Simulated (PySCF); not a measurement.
## Run record: C14H8O2S2

The script drives PySCF SCF with an in-house response code with single-precision fitted integrals, so total energies wander by about 1e-6 Eh between cycles (the fitting error itself is about 1e-3 Eh and cancels in differences); atoms count from 0. Pop asks for populations, which are stored and not printed.

Job and coordinates (Å):

```
{"job": {"kind": "nmr", "xc": "PBE0", "basis": "pcSseg-1", "pop": false}, "charge": 0, "multiplicity": 1}
C     -5.287325     0.324876     2.149967
C     -4.314078     0.219603     1.455202
C     -3.178294     0.082389     0.624346
C     -3.269637     0.339767    -0.747978
C     -2.167496     0.194094    -1.562367
C     -0.950872    -0.229343    -1.025750
C     -0.868409    -0.501254     0.330519
C     -1.959381    -0.334709     1.157158
S      0.631394    -1.213325     0.995255
O      0.692592    -0.969701     2.408670
O      0.693638    -2.575078     0.537210
C      1.942194    -0.315947     0.175373
C      3.090313     0.001382     0.877203
C      4.165874     0.571047     0.219476
C      4.077907     0.829545    -1.142076
C      2.921299     0.537023    -1.838784
C      1.840034    -0.042510    -1.177681
S      0.406776    -0.418857    -2.136571
H     -6.132041     0.419188     2.764540
H     -4.212656     0.659336    -1.165826
H     -2.232021     0.395839    -2.620770
H     -1.846499    -0.548153     2.208451
H      3.115336    -0.221363     1.932250
H      5.071788     0.800246     0.758869
H      4.915803     1.266787    -1.663818
H      2.841134     0.742684    -2.894882
```

Command:

```bash
OMP_NUM_THREADS=1 python large_run.py task.json out
```

Problem. What does the program print?

Solution. 
```
start: PBE on a coarse grid of 24443 points
cycle   1  E = -1483.1669616928  dE =  3.884e+00  |g| = 1.414e+00  |ddm| = 6.200e+00
cycle   2  E = -1480.6180082705  dE =  2.549e+00  |g| = 3.760e+00  |ddm| = 8.108e+00
cycle   3  E = -1483.4381028136  dE = -2.820e+00  |g| = 6.653e-01  |ddm| = 7.551e+00
cycle   4  E = -1483.5321466301  dE = -9.404e-02  |g| = 3.203e-01  |ddm| = 1.502e+00
cycle   5  E = -1483.5504855939  dE = -1.834e-02  |g| = 1.811e-01  |ddm| = 5.719e-01
cycle   6  E = -1483.5587219093  dE = -8.236e-03  |g| = 4.878e-02  |ddm| = 2.390e-01
cycle   7  E = -1483.5592667449  dE = -5.448e-04  |g| = 2.179e-02  |ddm| = 8.187e-02
cycle   8  E = -1483.5593579690  dE = -9.122e-05  |g| = 1.067e-02  |ddm| = 2.657e-02
cycle   9  E = -1483.5593850342  dE = -2.707e-05  |g| = 2.672e-03  |ddm| = 1.399e-02
final grid: 224156 points
cycle  10  E = -1483.8116297570  dE = -1.117e-02  |g| = 8.539e-02  |ddm| = 6.242e-01
cycle  11  E = -1483.8082741763  dE =  3.356e-03  |g| = 1.556e-01  |ddm| = 3.315e-01
cycle  12  E = -1483.8131871906  dE = -4.913e-03  |g| = 1.891e-02  |ddm| = 2.356e-01
cycle  13  E = -1483.8132585351  dE = -7.134e-05  |g| = 7.232e-03  |ddm| = 3.030e-02
cycle  14  E = -1483.8132725221  dE = -1.399e-05  |g| = 1.858e-03  |ddm| = 1.142e-02
cycle  15  E = -1483.8132747312  dE = -2.209e-06  |g| = 8.201e-04  |ddm| = 3.762e-03
cycle  16  E = -1483.8132730169  dE =  1.714e-06  |g| = 3.106e-04  |ddm| = 1.070e-03
cycle  17  E = -1483.8132735071  dE = -4.902e-07  |g| = 1.182e-04  |ddm| = 4.594e-04
cycle  18  E = -1483.8132717574  dE =  1.750e-06  |g| = 2.445e-05  |ddm| = 1.910e-04
converged SCF energy = -1483.8132717574

GIAO shielding tensors (ppm)
atom      isotropic    diamagn.    paramagn.     s11        s22        s33       span
  0 C       95.751     258.126    -162.374     35.199     46.127    205.928    170.729
  1 C       99.875     240.728    -140.853     -6.116      6.053    299.688    305.804
  2 C       60.871     260.256    -199.384    -34.823     45.771    171.667    206.490
  3 C       45.320     247.792    -202.473    -58.503     27.201    167.261    225.763
  4 C       53.817     249.690    -195.873    -45.184     43.574    163.063    208.247
  5 C       43.756     260.174    -216.418    -29.605     10.556    150.317    179.921
  6 C       42.195     269.281    -227.086    -34.650     17.996    143.240    177.890
  7 C       51.325     246.866    -195.541    -46.388     24.118    176.247    222.635
  8 S      229.683    1051.810    -822.127     59.405    217.315    412.329    352.924
  9 O      163.743     400.837    -237.094    110.528    114.897    265.805    155.277
 10 O      104.484     398.336    -293.852     55.324    107.071    151.057     95.734
 11 C       42.093     268.509    -226.416    -35.126     18.227    143.178    178.304
 12 C       56.287     244.776    -188.489    -45.096     27.986    185.970    231.066
 13 C       54.241     254.222    -199.981    -52.334     35.753    179.303    231.637
 14 C       50.002     253.945    -203.943    -58.183     30.450    177.740    235.924
 15 C       53.679     248.129    -194.449    -46.395     43.655    163.778    210.173
 16 C       44.213     260.111    -215.898    -32.833     15.028    150.444    183.277
 17 S      407.840    1057.303    -649.463    226.367    466.663    530.491    304.124
 18 H       28.685      33.173      -4.488     24.146     25.073     36.837     12.692
 19 H       23.751      29.441      -5.691     19.633     24.029     27.590      7.957
 20 H       23.930      31.317      -7.387     18.993     23.725     29.070     10.077
 21 H       23.150      32.393      -9.243     17.454     21.753     30.242     12.788
 22 H       23.287      31.157      -7.870     17.886     22.707     29.268     11.383
 23 H       23.883      27.701      -3.818     19.964     24.912     26.772      6.808
 24 H       23.893      27.189      -3.296     20.055     25.032     26.591      6.536
 25 H       23.878      31.413      -7.535     18.976     23.318     29.340     10.364
```

Problem. Roughly how long does this take on 1 thread of Arm Neoverse N1 (shared host), and how large is the basis?

Solution. About 95 s of wall time, peak memory 0.81 GiB; 360 basis functions and 1128 fitting functions.
